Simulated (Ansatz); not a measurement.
`[GeH2]1[GeH2][GeH2][GeH2]1`, charge 0, multiplicity 1.

**Question.** Give a relaxed structure at PBE0-D4/def2-TZVP (Ansatz 0.2.0). (An estimate is asked.)

**Answer.** Computed: 
```xyz
12

Ge   -1.2338   -0.8750    0.8502
Ge    0.4953    0.7458    1.4863
Ge    1.2333    0.8756   -0.8503
Ge   -0.4951   -0.7460   -1.4862
H    -2.6766   -0.3942    1.0894
H    -1.0711   -2.2642    1.4934
H     1.5550    0.1966    2.4587
H    -0.0495    2.0679    2.0565
H     2.6762    0.3954   -1.0900
H     1.0699    2.2648   -1.4933
H    -1.5545   -0.1984   -2.4597
H     0.0509   -2.0683   -2.0550
```
Point group D4h.
This is one stationary point; other conformers may exist.
